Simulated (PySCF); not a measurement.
An EPR job on `C[CH]CCB(O)O` [radical].

Method: UKS B3LYP, pcH-1 on B C H O, non-relativistic, mean-field spin-orbit, GIAO (PySCF 2.14.0). Geometry: GFN2-xTB. The command runs a driver script over a list of jobs; the input below is this job's line of settings and its coordinates in Å.

Command:
```bash
OMP_NUM_THREADS=1 python probes_run.py task.json out
```

Input:
```
{"job": {"kind": "epr", "basis": "pcH-1"}, "charge": 0, "multiplicity": 2}
C      2.585663     0.469722     0.571596
C      1.733066    -0.431822    -0.231846
C      0.370275    -0.047285    -0.655016
C     -0.694860    -0.443992     0.400669
B     -2.199390    -0.055920     0.009765
O     -3.183289    -0.384160     0.872578
O     -2.550185     0.586219    -1.137057
H      2.441525     0.311654     1.648967
H      2.357923     1.514028     0.362101
H      3.641709     0.287540     0.369544
H      2.011360    -1.470952    -0.292390
H      0.117365    -0.549059    -1.595695
H      0.322966     1.035412    -0.807542
H     -0.630817    -1.519346     0.573843
H     -0.435899     0.026366     1.350442
H     -4.058695    -0.124428     0.581164
H     -1.835714     0.808054    -1.732110
```

Q: Give the output.

A: 
```
UKS, coarse grid
  cycle   1  E = -333.65296438  |g| = 7.15e-01
  cycle   2  E = -333.46494497  |g| = 1.03e+00
  cycle   3  E = -333.84159337  |g| = 7.42e-02
  cycle   4  E = -333.84344685  |g| = 3.73e-02
  cycle   5  E = -333.84410955  |g| = 5.93e-03
  cycle   6  E = -333.84412737  |g| = 2.17e-03
  cycle   7  E = -333.84412996  |g| = 1.05e-03
  cycle   8  E = -333.84413083  |g| = 4.66e-04
UKS, final grid
  cycle   1  E = -333.84412350  |g| = 6.78e-04
  cycle   2  E = -333.84412323  |g| = 1.14e-03
  cycle   3  E = -333.84412366  |g| = 7.11e-05
  cycle   4  E = -333.84412367  |g| = 1.67e-05
E = -333.84412367 Eh   <S^2> = 0.7538 (exact 0.7500)
g shifts (ppm)      1          2          3
  rmc          -145       -145       -145
  gc             -0         28         29
  oz_so         -47        469        709
  total        -192        351        592
hyperfine (MHz)  atom isotope    a_iso     a_fc   dipolar eigenvalues
    0   13C     -32.69     -32.69     -2.33     -0.14      2.48
    1   13C     104.40     104.40    -81.06    -80.26    161.32
    2   13C     -31.29     -31.29     -2.25     -0.58      2.82
    3   13C      72.14      72.14     -6.66     -6.56     13.22
    4   11B      12.19      12.19     -1.16     -0.98      2.14
    5   17O      -7.25      -7.25     -0.51      0.23      0.27
    6   17O      -0.36      -0.36     -0.44      0.19      0.25
    7    1H     151.37     151.37     -5.27     -3.04      8.31
    8    1H      20.33      20.33     -4.83     -4.08      8.91
    9    1H      58.32      58.32     -4.88     -4.70      9.58
   10    1H     -59.07     -59.07    -38.23     -0.65     38.88
   11    1H      46.00      46.00     -5.44     -4.40      9.85
   12    1H      16.96      16.96     -5.25     -4.06      9.31
   13    1H      -2.59      -2.59     -5.68     -2.17      7.84
   14    1H      -4.14      -4.14     -5.73     -1.70      7.43
   15    1H       3.06       3.06     -0.52     -0.46      0.98
   16    1H      -0.18      -0.18     -1.35     -0.75      2.11
```

rmc, gc and oz_so are the mass-correction, gauge-correction and orbital-Zeeman/spin–orbit parts of the g shift along its three principal axes; a_iso is the isotropic hyperfine coupling and a_fc its Fermi-contact part. Atoms in this output count from 0.

Q: How far is ⟨S²⟩ from the pure-spin value?

A: S = 0.5 gives S(S+1) = 0.75; the run has 0.7538, 0.0038 more.

Q: Get g_iso from the total shifts.

A: Their mean is 250 ppm; added to g_e = 2.002319 it gives 2.00257.

Main results: ⟨S²⟩ 0.754; g_iso 2.0026.

The structure is a single GFN2-xTB conformer in the gas phase; no vibrational or solvent corrections.

Time: 71 s of wall time (grids of density and orbitals included); peak memory 0.97 GiB. Hardware: one thread of an Arm Neoverse V1, on a shared host.
Labels such as C1 count atoms from 1, the log's own numbers from 0.
